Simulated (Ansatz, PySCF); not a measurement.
Stretching the Te1–H2 bond in CH4Te (SMILES C[TeH]) (multiplicity 1 held, fragments rigid). Energies count from the point at 1.663 Å.
Geometry at that point (charge 0, multiplicity 1):
```json
[
 {"atom": "Te", "x (Å)": "0.0120", "y (Å)": "0.2353", "z (Å)": "0.2318"},
 {"atom": "H", "x (Å)": "-0.3430", "y (Å)": "1.3648", "z (Å)": "-0.9364"},
 {"atom": "C", "x (Å)": "-0.0305", "y (Å)": "-1.4190", "z (Å)": "-1.1661"},
 {"atom": "H", "x (Å)": "0.7315", "y (Å)": "-1.2755", "z (Å)": "-1.9253"},
 {"atom": "H", "x (Å)": "-1.0182", "y (Å)": "-1.4980", "z (Å)": "-1.6087"},
 {"atom": "H", "x (Å)": "0.1882", "y (Å)": "-2.3118", "z (Å)": "-0.5851"}
]
```

Restricted levels (R-, RO-) in cc, def2 and unpolarised 6-31G sets keep to the state of the molecule at rest. Unrestricted levels (U-) break spin symmetry where that is lower. Active spaces are followed from a long bond inwards. Left out are points that failed, MP2 points in a non-variational dive below the minimum, coupled-cluster points behind a sign of a changed root (a jump of the amplitudes, or a one-step jump against full CI or MRCI), small-basis points behind a change of solution, and semi-empirical points at long bonds. Curves can end on different states.

Correlated levels freeze the cores. Filled d and f shells under p-block atoms count as core. Rows in LANL2DZ carry no dispersion term and start afresh at each structure. LANL2DZ brings its own core potentials from Na on.

Codes used: Ansatz (Gaussian basis) for Hartree–Fock, density functionals and correlated methods; PySCF for LANL2DZ rows. Values without a source in brackets are computed. In def2 rows elements past Kr take small-core potentials, without spin–orbit coupling.

Energies in kcal/mol.

```tsv
R (Å)	R-B3LYP/LANL2DZ	R-MP2/def2-TZVPP	R-SCS-MP2/def2-TZVPP	U-CCSD/def2-TZVPP	FIC-MRCISD+Q on CASSCF(2,2)/def2-TZVPP
1.331	36.8	35.3	35.6	36.2	36.2
1.497	7.4	6.2	6.3	6.7	6.8
1.663	0.0	0.0	0.0	0.0	0.0
1.830	3.4	5.1	4.9	4.5	4.3
1.996	…	15.5	15.0	13.9	13.4
2.245	28.0	34.1	33.2	31.4	29.5
2.495	…	52.1	50.7	47.7	43.8
2.911	67.6	76.5	74.1	64.3	60.0
3.327	84.7	92.6	88.8	69.3	67.6
3.826	98.3	101.9	96.2	70.7	70.7
4.491	left out	101.5	92.6	71.0	71.7
5.322	left out	88.6	74.8	71.1	71.8
```

**Question.** Complete the blanks.

**Answer.** 
- 2.495, R-B3LYP/LANL2DZ: 44.3
- 1.996, R-B3LYP/LANL2DZ: 11.9

Doubts at one or more of the structures used: a restricted determinant that unrestricted orbitals would lower (R-MP2/def2-TZVPP, R-SCS-MP2/def2-TZVPP); a spin-contaminated determinant (U-CCSD/def2-TZVPP); T1 above 0.05 (U-CCSD/def2-TZVPP); the program's own flag: other amplitudes (U-CCSD/def2-TZVPP).

Ansatz is a first-principles code.
